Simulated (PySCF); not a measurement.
## Al (aluminium, neutral): B97-3 calculation

Configuration: [Ne] 3s1 3p1 4s1, high-spin 4P determinant (an excited configuration). All numbers are calculated (PySCF 2.14, the non-relativistic Hamiltonian (point nucleus), in dyall-acv3z (19s12p6d4f, 113 functions)).

```
Total energy                                                  : -242.0610 hartree
One-electron energy                                           : -334.1327 hartree
Hartree (Coulomb) energy                                      : 110.4923 hartree
Exchange-correlation energy                                   : -18.4206 hartree
Kinetic energy                                                : 241.65755 hartree
⟨S²⟩                                                          : 3.7501
⟨L²⟩                                                          : 2.092
Sum of ⟨r⟩                                                    : 17.46 bohr
Sum of ⟨r²⟩                                                   : 76.38 bohr²
Traceless quadrupole moment −½Σ⟨3z² − r²⟩ along its main axis : 0.927 e·bohr²
Density at the nucleus (Gaussians lack the cusp)              : 1400 bohr⁻³
Spin density at the nucleus                                   : 3.87 bohr⁻³
Langevin diamagnetic susceptibility                           : -60.5 ×10⁻⁶ cm³/mol
```

```
shell  electrons  mean orbital energy (hartree)  spread (hartree)  rms radius, mean of both spins (bohr)
 1s α          1                      -56.45387                 0                                  0.140
 1s β          1                      -56.44372                 0                                  0.140
 2s α          1                       -4.43479                 0                                  0.684
 2s β          1                       -4.42034                 0                                  0.684
 2p α          3                       -2.95541           0.00250                                  0.677
 2p β          3                       -2.94306           0.01399                                  0.677
 3s α          1                       -0.48850                 0                                   2.53
 3p α          1                       -0.27238                 0                                   3.11
 4s α          1                       -0.07751                 0                                   7.52
```

The outer electron is Rydberg-like, and this basis confines it to a smaller radius and binds it less than a complete one would.
